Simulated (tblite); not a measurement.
C9H9N3.
SMILES with atom numbers: `[cH:1]1[cH:2][cH:3][c:4]2[c:5]([cH:6]1)[n:7][n:8][n:9]2[CH:10]1[CH2:11][CH2:12]1` (hydrogens: H13 on C1; H14 on C2; H15 on C3; H16 on C6; H17 on C10; H18, H19 on C11; H20, H21 on C12)

Computed geometry: GFN2-xTB, gas phase.

Task: List the bond lengths, angles and torsions at this level.

Result: 
```json
{"bond": "C1–C2", "length (bohr)": "2.652"}
{"bond": "C2–C3", "length (bohr)": "2.599"}
{"bond": "C3–C4", "length (bohr)": "2.628"}
{"bond": "C4–C5", "length (bohr)": "2.681"}
{"bond": "C5–C6", "length (bohr)": "2.636"}
{"bond": "C5–N7", "length (bohr)": "2.573"}
{"bond": "N7–N8", "length (bohr)": "2.396"}
{"bond": "N8–N9", "length (bohr)": "2.531"}
{"bond": "N9–C10", "length (bohr)": "2.679"}
{"bond": "C10–C11, C10–C12", "length (bohr)": "2.836"}
{"bond": "C11–C12", "length (bohr)": "2.829"}
{"bond": "C1–C6", "length (bohr)": "2.596"}
{"bond": "C4–N9", "length (bohr)": "2.573"}
{"bond": "C1–H13", "length (bohr)": "2.040"}
{"bond": "C2–H14", "length (bohr)": "2.041"}
{"bond": "C3–H15", "length (bohr)": "2.040"}
{"bond": "C6–H16", "length (bohr)": "2.037"}
{"bond": "C10–H17", "length (bohr)": "2.045"}
{"bond": "C11–H18, C12–H20", "length (bohr)": "2.038"}
{"bond": "C11–H19, C12–H21", "length (bohr)": "2.039"}
```

Bonds in one row agree within 0.02 bohr and their mean is given. A selection of angles:
```json
{"angle": "C2–C1–C6", "degrees": "121.9"}
{"angle": "C1–C2–C3", "degrees": "122.0"}
{"angle": "C2–C3–C4", "degrees": "116.6"}
{"angle": "C3–C4–C5", "degrees": "121.7"}
{"angle": "C3–C4–N9", "degrees": "134.7"}
{"angle": "C5–C4–N9", "degrees": "103.6"}
{"angle": "C4–C5–C6", "degrees": "120.6"}
{"angle": "C4–C5–N7", "degrees": "107.5"}
{"angle": "C6–C5–N7", "degrees": "132.0"}
{"angle": "C1–C6–C5", "degrees": "117.1"}
{"angle": "C5–N7–N8", "degrees": "108.9"}
{"angle": "N7–N8–N9", "degrees": "110.8"}
{"angle": "N8–N9–C10", "degrees": "121.9"}
{"angle": "C4–N9–N8", "degrees": "109.2"}
{"angle": "C4–N9–C10", "degrees": "128.8"}
{"angle": "N9–C10–C11", "degrees": "118.6"}
{"angle": "C11–C10–C12", "degrees": "59.8"}
{"angle": "C10–C11–C12", "degrees": "60.1"}
```

Torsions: N8–N9–C10–C11 -33° (synclinal); N9–C10–C11–C12 108° (anticlinal); N9–C10–C12–C11 -108° (anticlinal).

The 3-membered ring C10–C11–C12 has internal angles of 59.8° to 60.1°. The C–C distances run from 1.374 Å (C1–C6, aromatic) to 1.501 Å (C10–C12, drawn single), a spread of 0.127 Å. The 6-membered ring C1–C2–C3–C4–C5–C6 has internal angles of 116.6° to 122.0° (sum 720°, against 720° for a flat polygon); it is planar, 0.00 Å rms from its mean plane, widest ring torsion 0°. N9 (pyrrole-type nitrogen) is planar (angles 128.8°, 121.9° and 109.2°, sum 360.0°, 0.00 Å off the plane of its three neighbours). The 3 C–N bonds span 1.361 Å (C5–N7, aromatic) to 1.418 Å (N9–C10, drawn single), a spread of 0.057 Å. Of the pairs four or more bonds apart, N8···H18 is among the closest relative to their van der Waals radii: 2.63 Å, 96 % of the sum of Bondi's values. The 5-membered ring C4–C5–N7–N8–N9 has internal angles of 103.6° to 110.8° (sum 540°, against 540° for a flat polygon); it is planar, 0.00 Å rms from its mean plane, widest ring torsion 0°.

Its GFN2-xTB frequencies are all real (lowest 17 cm⁻¹). One conformer, not necessarily the lowest.
